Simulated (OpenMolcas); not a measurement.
## Se II: CASPT2 settings compared

```yaml
Program: OpenMolcas 26.06
Basis: ANO-RCC-VDZ [5s4p1d]
Scalar_Hamiltonian: X2C, point nucleus
Active_space: 3 electrons in 3 orbitals (4p)
State_averaging: 2S+1 = 4 odd, 1 root; 2S+1 = 2 odd, 8 roots kept (CI in the orbitals of an earlier block)
Spin-orbit_coupling: RASSI with atomic mean-field integrals over the reference wave functions, term energies averaged over their components
```

Methods on the same reference wave functions:
A. CASSCF
B. SS-CASPT2, IPEA 0.1 Eh, imaginary shift 0.4 Eh (closed shells correlated: 3d 4s)
C. SS-CASPT2, IPEA 0.2 Eh, sigma1 regulariser 0.2 Eh (closed shells correlated: 4s)
D. SS-CASPT2, IPEA 0.2 Eh, sigma2 regulariser 0.1 Eh (closed shells correlated: 4s)

Energies in cm-1 above 4s2 4p3 4S* 3/2, the measured ground level; measured values from NIST Handbook of Basic Atomic Spectroscopic Data.

```json
{"Level": "4s2 4p3 4S* 3/2", "A": "0.0", "B": "0.0", "C": "0.0", "D": "0.0", "Measured": "0.0"}
{"Level": "4s2 4p3 2D* 3/2", "A": "17551", "B": "17060", "C": "17170", "D": "17170", "Measured": "13168"}
{"Level": "4s2 4p3 2D* 5/2", "A": "17968", "B": "17640", "C": "17750", "D": "17750", "Measured": "13784"}
{"Level": "4s2 4p3 2P* 1/2", "A": "29852", "B": "25780", "C": "25940", "D": "25940", "Measured": "23038"}
{"Level": "4s2 4p3 2P* 3/2", "A": "30411", "B": "26520", "C": "26680", "D": "26680", "Measured": "23895"}
```

Deviations, from unrounded energies. A percentage is the sum of absolute deviations over the sum of measured energies, with the sign that they share, or ± where signs differ.

```
                        Against measurement  Levels      A      B      C      D
             mean absolute deviation (cm-1)       4   5500   3300   3400   3400
other terms of the ground configuration (%)       4  +29.6  +17.8  +18.5  +18.5
```

B, C, D lie about equally close to measurement and A furthest from it. The largest miss of B in the table is 4s2 4p3 2D* 3/2, by +3900 cm-1. The ranking rests on the paired levels alone, and a cruder setting can come out closer through cancelling errors.

Among B to D the level of the table that moves most is 4s2 4p3 2P* 1/2, by 160 cm-1 (lowest in B, highest in C). Moves below CASPT2's spread within the term are not significant.

From A to B the spin-free energies of the other terms of 4s2 4p3 shown, above 4S*, scale by factors of 0.86 to 0.98.

The lowest spin-free term lies below A's lowest term by 0.007 hartree in B, 0.006 hartree in C, 0.006 hartree in D.

CASPT2 breaks the degeneracy within a term, and the mean is taken; among the terms shown or strongly mixed into the levels shown the widest spread is 110 cm-1 (4s2 4p3 2P*, D). Terms from blocks run as CI alone lack orbitals of their own. With the s shell closed, the reference lacks s² → p² mixing. Without dynamic correlation excited terms often stand tens of per cent too high (terms of higher spin than the ground term too low), and those without a measured partner can miss by more than the paired ones (holds for A). Some terms miss by over 15 % even with CASPT2, which points to a basis or an active space too small for the shells correlated (holds for B; C; D). Computed and measured levels are paired by configuration, term and J; levels that our copy of the source lacks, or whose pairing is in doubt (as where it misses far off the trend of its configuration), stay unpaired and out of the deviations. Levels of configurations outside the active space are missing.

* marks odd parity.
